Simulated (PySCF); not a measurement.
Harmonic spectrum computed at PBE0 in the def2-TZVP basis family (core potentials from Rb on, PySCF, no spin–orbit coupling):

```
ω (cm⁻¹)  IR (km/mol)
     468         59.5
     626         11.2
     998          1.4
    1179         33.5
    1502          180
    2481         14.7
```

Task: Which molecule gave it? In each, all ligands are bound to the one heavy central atom.
A. HNbO₂ (singlet)
B. HPO₂ (singlet)
C. HIO₂ (singlet)
D. HVO₂ (singlet)

Result: B. It has C2v symmetry with P–H 1.406 Å, P–O 1.451 Å (×2).
